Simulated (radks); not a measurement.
The numbers below are computed, except where a source is named.
Nb II, 40 electrons, occupied as [Kr] 4d4. Level of theory: Dirac Kohn-Sham, PBE, spin-unpolarised, spherical densities, finite nucleus; open shells fill j = l - 1/2 first; Fermi nuclear charge, rms radius 4.324 fm (a radial shooting solver on a logarithmic mesh with Libxc functionals).

Radial electron density D(r) = 4 pi r^2 rho(r):

r (bohr)  D(r) (e/bohr)
0.00246           3.789
0.002819          4.769
0.003229          5.977
0.0037            7.455
0.004273          9.362
0.004895          11.53
0.005608          14.10
0.006477          17.29
0.007421          20.75
0.008502          24.62
0.009818          29.11
0.01125           33.59
0.01289           38.13
0.01476           42.48
0.01705           46.57
0.01954           49.59
0.02238           51.50
0.02585           52.09
0.02961           51.28
0.03393           49.39
0.03918           46.83
0.04489           44.72
0.05143           43.85
0.05892           44.93
0.06805           48.46
0.07796           53.51
0.08932           58.87
0.1032            62.85
0.1182            63.27
0.1354            59.75
0.1564            52.70
0.1792            45.35
0.2053            40.19
0.2352            39.09
0.2716            42.05
0.3111            46.10
0.3565            47.90
0.4117            44.80
0.4717            37.25
0.5404            27.58
0.6241            18.41
0.715             12.89
0.8191            10.63
0.9385            10.37
1.084             10.43
1.242             9.699
1.423             8.081
1.643             5.929
1.882             4.042
2.157             2.593
2.491             1.562
2.853            0.9478
3.269            0.5593
3.745            0.3132
4.325            0.1550
4.955           0.07096
5.677           0.02811
6.557          0.008688
7.512          0.002315

D(r) has 4 maxima, at r = 0.0254, 0.112, 0.354, 1.03 bohr, and minima at 0.0514, 0.228, 0.902 bohr, inside which lie 2.06, 11.11, 29.39 electrons.
